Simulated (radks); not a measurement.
Results of a calculation; reference values are marked as such.
Neutral gold, configuration [Xe] 4f14 5d10 7p1 (not the ground configuration). Level of theory: scalar-relativistic Kohn-Sham, LDA (Slater exchange, Perdew-Wang correlation), spin-unpolarised, spherical densities, point nucleus (a radial shooting solver on a logarithmic mesh with Libxc functionals).

Normalised radial functions P(r) = r R(r), r in bohr:

```
   r/bohr * 5s, o 5p (the largest magnitude, 1.22, reaches the edge; | marks zero, & curves that meet)
  0.00427                             |o  *
 0.005091                             |o   *
 0.006023                             |o   *
 0.007182                             |o   *
 0.008564                             | o  *
  0.01013                             | o *
  0.01208                             |  o*
  0.01429                             |  &
  0.01704                             |*  o
  0.02032                             *    o
  0.02404                           * |     o
  0.02866                         *   |     o
  0.03418                       *     |      o
  0.04043                      *      |     o
  0.04821                      *      |     o
  0.05749                       *     |   o
    0.068                         *   |o
  0.08109                           o *
  0.09592                        o    |    *
   0.1144                     o       |        *
   0.1364                    o        |          *
   0.1613                     o       |        *
   0.1924                          o  |  *
   0.2294                        *    |  o
   0.2714                 *           |        o
   0.3236              *              |            o
   0.3828                 *           |           o
   0.4565                          *  |     o
   0.5443                          o  |        *
   0.6439                o            |                   *
   0.7678        o                    |                          *
   0.9156    o                        |                          *
    1.083     o                       |                      *
    1.291          o                  |               *
     1.54               o             |        *
    1.822                     o       |    *
    2.172                         o   | *
     2.57                           o |*
    3.064                            o*
    3.654                             &
    4.322                             &
    5.154                             &
    6.146                             &
     7.27                             &
    8.669                             &
    10.34                             &
    12.23                             &
    14.58                             &
    17.25                             &
    20.57                             &
    24.53                             &
    29.01                             &
     34.6                             &
```

5s: eigenvalue -114.50 eV, 4 radial nodes at r = 0.0198, 0.0796, 0.206, 0.479 bohr, <r> = 0.926 bohr, 90 % of the charge inside 1.32 bohr. 5p: eigenvalue -65.825 eV, 3 radial nodes at r = 0.0727, 0.210, 0.515 bohr, <r> = 1.07 bohr, 90 % of the charge inside 1.56 bohr.
